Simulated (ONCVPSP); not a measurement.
Cu (Z = 29): one change to an ONCV potential, before and after

- Element: Cu (Z = 29)
- Generator: ONCVPSP 4.0.1
- Type: optimised norm-conserving Vanderbilt (ONCV)
- Functional: PBE
- Relativity: scalar-relativistic
- Frozen core: [Ne]
- Valence charge: 19
- Reference configuration: 3s2 3p6 3d10 4s1
- Partial waves: 3s+4s: rc 1.05 bohr, ncon 4, nbas 8, qcut 9.4 1/bohr, 2 projectors; 3p: rc 0.90 bohr, ncon 4, nbas 8, qcut 12.3 1/bohr, 2 projectors, debl 0.4 Ha; 3d: rc 1.50 bohr, ncon 4, nbas 9, qcut 10 1/bohr, 1 projector
- Local potential: polynomial inside 0.70 bohr (lpopt 4, dvloc0 0 Ha)
- Core correction: Teter function fitted to the true core (icmod 2), fcfact 0.75

In the p channel the program set the typed energies aside and used -2.651, 0.250 Ha.

All-electron outer shells of the reference configuration (PBE, scalar-relativistic, ld1.x):

```csv
shell,level (eV),outermost node (bohr),outermost maximum (bohr)
2p,-916.98,–,0.16
3s,-114.70,0.29,0.61
3p,-72.14,0.26,0.62
3d,-5.04,–,0.60
4s,-4.61,0.89,2.27
```

Change: p: rc 0.62; local potential polynomial inside 0.62 bohr (lpopt 4, dvloc0 0 Ha).

Cutoffs: the cutoffs (Ha) at which the residual kinetic energy of the hardest occupied pseudo-wave falls to 1 and 0.1 mHa per electron; they do not see the model core or the augmentation charge, which bear on the density cutoff. Errors are all-electron minus pseudo energies relative to the spin-unpolarised reference configuration.

Q: How do hardness, ghosts and transferability respond?

A: The potential gets harder (43 Ha and 93 Ha → 97 Ha and 413 Ha); the errors of the 3 common tests hardly move; neither file shows a bound ghost. A smaller radius makes the pseudo-wave follow the all-electron one further in, where it bends more sharply, so more plane waves are needed.

| quantity | base | changed |
| --- | --- | --- |
| cutoff, loose | 43 Ha | 97 Ha |
| cutoff, tight | 93 Ha | 413 Ha |
| loose cutoff by channel | s 39 Ha, p 43 Ha, d 42 Ha | s 39 Ha, p 97 Ha, d 42 Ha |
| bound ghosts | none | none |
| GHOST(+) flags under 300 eV | none | none |
| tests with a reliable result | 3 of 4 | 3 of 4 |
| error for 3s2 3p6 3d10 4s0, meV [ΔE 8.15 eV] | +7.0 | +7.0 |
| error for 3s2 3p6 3d9 4s0, meV [ΔE 29.48 eV] | -20 | -20 |
| error for 3s2 3p6 3d9 4s2, meV [ΔE 1.97 eV] | +18 | +18 |
| s: phases at 1.06 bohr within 0.05 rad from the reference energy up to (Ha; the scan ends near 5) | to the end of the scan | to the end of the scan |
| d: phases at 1.52 bohr within 0.05 rad from the reference energy up to (Ha; the scan ends near 5) | 1.1 | 1.1 |
| rms error of d²Exc/dni dnj with the model core, mHa | 0.90 | 0.96 |
